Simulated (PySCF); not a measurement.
C$_{2}$H$_{5}$Zn (SMILES C[CH2][Zn]), doublet, geometry from GFN2-xTB (such geometries of metal compounds can be far from the true shape) (the spin is typed, not shown lowest); PySCF with DF-HF/aug-cc-pVDZ.

Here is a job for PySCF.
```python
from pyscf import gto, scf
import numpy

mol = gto.M(
    atom='''
Zn    0.44032735    0.70016093    0.50050119
C    -0.02634732   -1.21256902   -0.53898933
C    -1.41647195   -1.15377456   -1.13236481
H     0.05574648   -2.01250868    0.19634804
H     0.72754669   -1.35642125   -1.31249709
H    -1.50226420   -0.34818435   -1.86207090
H    -2.17096995   -1.00124970   -0.36017584
H    -1.66296377   -2.08840244   -1.64851511
''',
    basis='aug-cc-pvdz',
    spin=1,
    verbose=4,
)
print('smallest overlap eigenvalue', numpy.linalg.eigvalsh(mol.intor('int1e_ovlp'))[0])

mf = scf.UHF(mol)
mf = mf.density_fit(auxbasis='def2-universal-jkfit')
mf = scf.addons.remove_linear_dep_(mf, threshold=1e-3, lindep=1e-3)
mf.kernel()
```

What the program printed (banner, timings and long lists left out):

```
PySCF version 2.14.0

[INPUT] verbose = 4
[INPUT] num. atoms = 8
[INPUT] num. electrons = 47
[INPUT] charge = 0
[INPUT] spin (= nelec alpha-beta = 2S) = 1
[INPUT] symmetry False subgroup None
[INPUT] Mole.unit = angstrom
[INPUT] Symbol           X                Y                Z      unit          X                Y                Z       unit  Magmom
[INPUT]  1 Zn     0.440327350000   0.700160930000   0.500501190000 AA    0.832098096656   1.323112400821   0.945810174119 Bohr   0.0
[INPUT]  2 C     -0.026347320000  -1.212569020000  -0.538989330000 AA   -0.049789218916  -2.291423354932  -1.018542217763 Bohr   0.0
[INPUT]  3 C     -1.416471950000  -1.153774560000  -1.132364810000 AA   -2.676744048629  -2.180317927891  -2.139859363995 Bohr   0.0
[INPUT]  4 H      0.055746480000  -2.012508680000   0.196348040000 AA    0.105345579609  -3.803090228510   0.371044020695 Bohr   0.0
[INPUT]  5 H      0.727546690000  -1.356421250000  -1.312497090000 AA    1.374863986934  -2.563264672040  -2.480260039389 Bohr   0.0
[INPUT]  6 H     -1.502264200000  -0.348184350000  -1.862070900000 AA   -2.838867904739  -0.657973062360  -3.518804025522 Bohr   0.0
[INPUT]  7 H     -2.170969950000  -1.001249700000  -0.360175840000 AA   -4.102538630161  -1.892087715303  -0.680633694285 Bohr   0.0
[INPUT]  8 H     -1.662963770000  -2.088402440000  -1.648515110000 AA   -3.142546080374  -3.946508649473  -3.115242070107 Bohr   0.0

nuclear repulsion = 135.683743501089
number of shells = 52
number of NR pGTOs = 263
number of NR cGTOs = 150
basis = aug-cc-pvdz
ecp = {}
input.py:23: DeprecationWarning: remove_linear_dep_ is deprecated and will be removed in a future release. Linear dependency handling is now built into the SCF procedure by default. Linear dependency removal can be controlled using the following settings:
  pyscf.scf.hf.remove_overlap_zero_eigenvalue = True
  pyscf.scf.hf.overlap_zero_eigenvalue_threshold = 1e-6

  mf = scf.addons.remove_linear_dep_(mf, threshold=1e-3, lindep=1e-3)
smallest overlap eigenvalue 0.00013326780600755167
Applying remove_linear_dep_ on SCF object.
Using canonical orthogonalization with threshold 0.001

******** <class 'pyscf.df.df_jk.DFUHF'> ********
method = DFUHF
initial guess = minao
damping factor = 0
level_shift factor = 0
DIIS = <class 'pyscf.scf.diis.CDIIS'>
diis_start_cycle = 1
diis_space = 8
diis_damp = 0
SCF conv_tol = 1e-09
SCF conv_tol_grad = None
SCF max_cycles = 50
direct_scf = False
number electrons alpha = 24  beta = 23
Set gradient conv threshold to 3.16228e-05
******** <class 'pyscf.df.df.DF'> ********
auxbasis = def2-universal-jkfit
init E= -1856.21928350668

cycle= 1 E= -1856.41291866436  delta_E= -0.194  |g|= 0.188  |ddm|= 2.46
cycle= 2 E= -1856.44191922156  delta_E= -0.029  |g|= 0.113  |ddm|= 0.273
cycle= 3 E= -1856.44728594309  delta_E= -0.00537  |g|= 0.0601  |ddm|= 0.154
cycle= 4 E= -1856.45032832854  delta_E= -0.00304  |g|= 0.016  |ddm|= 0.115
cycle= 5 E= -1856.45112013325  delta_E= -0.000792  |g|= 0.0097  |ddm|= 0.057
cycle= 6 E= -1856.45143540166  delta_E= -0.000315  |g|= 0.00461  |ddm|= 0.0388
cycle= 7 E= -1856.45153919517  delta_E= -0.000104  |g|= 0.00315  |ddm|= 0.0199
cycle= 8 E= -1856.45158529325  delta_E= -4.61e-05  |g|= 0.00206  |ddm|= 0.0141
cycle= 9 E= -1856.45160904288  delta_E= -2.37e-05  |g|= 0.00137  |ddm|= 0.0116
cycle= 10 E= -1856.45161760813  delta_E= -8.57e-06  |g|= 0.000931  |ddm|= 0.00682
cycle= 11 E= -1856.45162025897  delta_E= -2.65e-06  |g|= 0.000825  |ddm|= 0.00313
cycle= 12 E= -1856.45162144631  delta_E= -1.19e-06  |g|= 0.000882  |ddm|= 0.00237
cycle= 13 E= -1856.45162115172  delta_E= 2.95e-07  |g|= 0.000824  |ddm|= 0.00104
cycle= 14 E= -1856.45162170154  delta_E= -5.5e-07  |g|= 0.000745  |ddm|= 0.00242
cycle= 15 E= -1856.45162137435  delta_E= 3.27e-07  |g|= 0.000791  |ddm|= 0.000434
cycle= 16 E= -1856.45162117138  delta_E= 2.03e-07  |g|= 0.000785  |ddm|= 0.000452
cycle= 17 E= -1856.45162301127  delta_E= -1.84e-06  |g|= 0.000613  |ddm|= 0.00281
cycle= 18 E= -1856.45162262834  delta_E= 3.83e-07  |g|= 0.000653  |ddm|= 0.000736
cycle= 19 E= -1856.45162061824  delta_E= 2.01e-06  |g|= 0.000831  |ddm|= 0.00313
cycle= 20 E= -1856.45162169748  delta_E= -1.08e-06  |g|= 0.000814  |ddm|= 0.00229
cycle= 21 E= -1856.45162177616  delta_E= -7.87e-08  |g|= 0.000782  |ddm|= 0.000814
cycle= 22 E= -1856.45162205207  delta_E= -2.76e-07  |g|= 0.000748  |ddm|= 0.0015
cycle= 23 E= -1856.45162245638  delta_E= -4.04e-07  |g|= 0.000677  |ddm|= 0.00111
cycle= 24 E= -1856.45162042468  delta_E= 2.03e-06  |g|= 0.000822  |ddm|= 0.00298
cycle= 25 E= -1856.45162026141  delta_E= 1.63e-07  |g|= 0.00081  |ddm|= 0.00101
cycle= 26 E= -1856.45162336535  delta_E= -3.1e-06  |g|= 0.000601  |ddm|= 0.00494
cycle= 27 E= -1856.45162329504  delta_E= 7.03e-08  |g|= 0.000603  |ddm|= 0.00142
cycle= 28 E= -1856.45162302231  delta_E= 2.73e-07  |g|= 0.000606  |ddm|= 0.00112
cycle= 29 E= -1856.45162296404  delta_E= 5.83e-08  |g|= 0.00061  |ddm|= 0.00156
cycle= 30 E= -1856.45162153324  delta_E= 1.43e-06  |g|= 0.000808  |ddm|= 0.0021
cycle= 31 E= -1856.45162139637  delta_E= 1.37e-07  |g|= 0.000817  |ddm|= 0.000416
cycle= 32 E= -1856.45162102268  delta_E= 3.74e-07  |g|= 0.000847  |ddm|= 0.000584
cycle= 33 E= -1856.45162090209  delta_E= 1.21e-07  |g|= 0.000856  |ddm|= 0.000832
cycle= 34 E= -1856.45162086235  delta_E= 3.97e-08  |g|= 0.000861  |ddm|= 0.000265
cycle= 35 E= -1856.45162105487  delta_E= -1.93e-07  |g|= 0.000868  |ddm|= 0.00279
cycle= 36 E= -1856.45162111271  delta_E= -5.78e-08  |g|= 0.000868  |ddm|= 0.00115
cycle= 37 E= -1856.45162107359  delta_E= 3.91e-08  |g|= 0.000788  |ddm|= 0.00107
cycle= 38 E= -1856.45162084028  delta_E= 2.33e-07  |g|= 0.000774  |ddm|= 0.00102
cycle= 39 E= -1856.45161915737  delta_E= 1.68e-06  |g|= 0.00085  |ddm|= 0.00277
cycle= 40 E= -1856.45161877787  delta_E= 3.79e-07  |g|= 0.000842  |ddm|= 0.0012
cycle= 41 E= -1856.45162050248  delta_E= -1.72e-06  |g|= 0.000757  |ddm|= 0.00231
cycle= 42 E= -1856.45162140638  delta_E= -9.04e-07  |g|= 0.000692  |ddm|= 0.0014
cycle= 43 E= -1856.45162281828  delta_E= -1.41e-06  |g|= 0.000607  |ddm|= 0.00259
cycle= 44 E= -1856.45162197693  delta_E= 8.41e-07  |g|= 0.000684  |ddm|= 0.00144
cycle= 45 E= -1856.45162233365  delta_E= -3.57e-07  |g|= 0.000616  |ddm|= 0.000823
cycle= 46 E= -1856.45162215478  delta_E= 1.79e-07  |g|= 0.000708  |ddm|= 0.00122
cycle= 47 E= -1856.45162201441  delta_E= 1.4e-07  |g|= 0.000721  |ddm|= 0.000316
cycle= 48 E= -1856.45162036492  delta_E= 1.65e-06  |g|= 0.000838  |ddm|= 0.00265
cycle= 49 E= -1856.45162099444  delta_E= -6.3e-07  |g|= 0.000786  |ddm|= 0.00189
cycle= 50 E= -1856.45162004284  delta_E= 9.52e-07  |g|= 0.000866  |ddm|= 0.00464
SCF not converged.
SCF energy = -1856.45162004284 after 50 cycles  <S^2> = 0.80859919  2S+1 = 2.057765
```

The run did not converge; its last values are not results.
